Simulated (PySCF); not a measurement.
A PySCF script (with the pyscf-properties extension) for the NMR shieldings of `BOC[C@H](F)OC(F)F`, C$_{3}$H$_{6}$BF$_{3}$O$_{2}$, on a GFN2-xTB geometry:

```python
import basis_set_exchange as bse
import numpy as np
from pyscf import gto, dft
from pyscf.prop import nmr

atoms = """
B     2.495995    0.270735    0.596617
O     1.821037   -0.739755    0.058656
C     0.940165   -0.616745   -1.020106
C    -0.484117   -0.889684   -0.529917
F    -1.300415   -1.159244   -1.600357
O    -0.949679    0.239713    0.127857
C    -2.144572    0.147988    0.772145
F    -2.023078    0.676335    2.002248
F    -3.081574    0.880412    0.146102
H     2.435992    1.366665    0.170490
H     3.168833   -0.019468    1.507245
H     0.968778    0.385020   -1.463095
H     1.191102   -1.370313   -1.775157
H    -0.517207   -1.783935    0.114977
H    -2.525674   -0.885390    0.870383
"""
names = dict.fromkeys(["B", "O", "C", "F", "H"], "pcSseg-1")
basis = {el: gto.basis.parse(bse.get_basis(n, elements=[el], fmt="nwchem")) for el, n in names.items()}
mol = gto.M(atom=atoms, basis=basis, charge=0, verbose=0)
mf = dft.RKS(mol, xc="PBE0")
mf.grids.level = 2
mf.grids.alignment = dft.numint.BLKSIZE   # the property module wants whole blocks of grid points
mf.conv_tol = 1e-9
mf.kernel()

calc = nmr.RKS(mf)   # GIAO
C = mf.mo_coeff
Co = C[:, mf.mo_occ > 0]
resp = mf.gen_response(singlet=True, hermi=2)
def vind(x):   # induced exchange potential for any number of trial vectors
    d = np.einsum("pi,xij,qj->xpq", C, 2 * x.reshape(-1, C.shape[1], Co.shape[1]), Co, optimize=True)
    return np.einsum("xpq,pi,qj->xij", resp(d - d.transpose(0, 2, 1)), C, Co, optimize=True).ravel()
mo1, _ = nmr.rhf.solve_mo1(calc, with_cphf=vind)
sigma = calc.kernel(mo1)
for i, s in enumerate(sigma):   # ppm
    print("%2d %-2s %9.2f" % (i, mol.atom_pure_symbol(i), np.trace(s) / 3))
```

**Question.** Give the expected output.

**Answer.** 
```
 0 B      52.96
 1 O     128.32
 2 C     107.34
 3 C      73.24
 4 F     323.67
 5 O     170.65
 6 C      61.19
 7 F     268.13
 8 F     263.16
 9 H      26.53
10 H      26.79
11 H      27.26
12 H      26.93
13 H      25.81
14 H      25.15
```

These numbers come from an equivalent density-fitted implementation of the same equations, which agrees with the script to about 0.01 ppm for H and up to a few tenths of a ppm for heavy atoms, so last digits may differ.

Size and cost of the density-fitted run: 183 basis functions, 50 s wall time on 1 thread of an Arm Neoverse N1, shared host; peak memory 0.82 GiB.
